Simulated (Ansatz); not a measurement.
`[F][Ga]([F])[SH]` + H₂O → `[OH][Ga]([F])[F]` + H₂S at 500 K and 1 bar (formal hydrolysis of a Ga–S bond).

Gas-phase electronic energies from Ansatz, PBE0-D4/def2-TZVP geometries. CCSD(T)/CBS adds triple-zeta CCSD(T) − MP2 to the extrapolated MP2 energy (def2 sets, frozen cores). This one scheme is used for every species. For Ga outer-core shells are correlated without core-valence functions, which leaves a few kJ/mol of doubt a bond. Scalar relativity is left out up to krypton. One conformer a species, not always the lowest.

```json
{"species": "`[F][Ga]([F])[SH]`", "CCSD(T)/CBS energy (Eh)": "-2522.02273", "H − E (kJ/mol)": "71.1", "S (J/(mol·K))": "372.8"}
{"species": "H₂O", "CCSD(T)/CBS energy (Eh)": "-76.37941", "H − E (kJ/mol)": "73.2", "S (J/(mol·K))": "206.3"}
{"species": "`[OH][Ga]([F])[F]`", "CCSD(T)/CBS energy (Eh)": "-2199.41346", "H − E (kJ/mol)": "80.0", "S (J/(mol·K))": "355.7"}
{"species": "H₂S", "CCSD(T)/CBS energy (Eh)": "-398.97279", "H − E (kJ/mol)": "57.0", "S (J/(mol·K))": "224.0"}
```

H − E and S are ideal-gas, rigid-rotor, harmonic terms from PBE0-D4/def2-TZVP, for one conformer and one mirror image of each species. 1 Eh = 2625.50 kJ/mol, R = 8.31446 J/(mol·K).

By hand: ΔE, ΔH, ΔS and ΔG.

ΔE = (-2199.41346) + (-398.97279) − (-2522.02273) − (-76.37941) = 0.01589 Eh = 41.7 kJ/mol. Δ(H − E) = 80.0 + 57.0 − 71.1 − 73.2 = -7.3, so ΔH = 34.4 kJ/mol. ΔS = 355.7 + 224.0 − 372.8 − 206.3 = 0.6 J/(mol·K). ΔG = 34.4 − 500 × (0.6)/1000 = 34.1 kJ/mol.

By hand: the equilibrium constant, and the temperature at which ΔG would vanish if ΔH and ΔS stayed fixed.

log₁₀ K = −ΔG/(RT ln 10) = -3.6. ΔG = 0 at ΔH/ΔS = 57333 K, far beyond where these terms or the molecules hold.

The number of gas molecules stays the same, so ΔS is small and ΔH decides. A doubt of 5 kJ/mol in ΔE shifts log₁₀ K by 0.5 here. Other conformers and mirror images would add mixing entropy, several J/(mol·K) or more a flexible species. These are equilibria of isolated gas molecules and say nothing of rates. Largest T1 diagnostic: 0.015 (customary marks: 0.02 for closed shells, 0.045 for open ones).
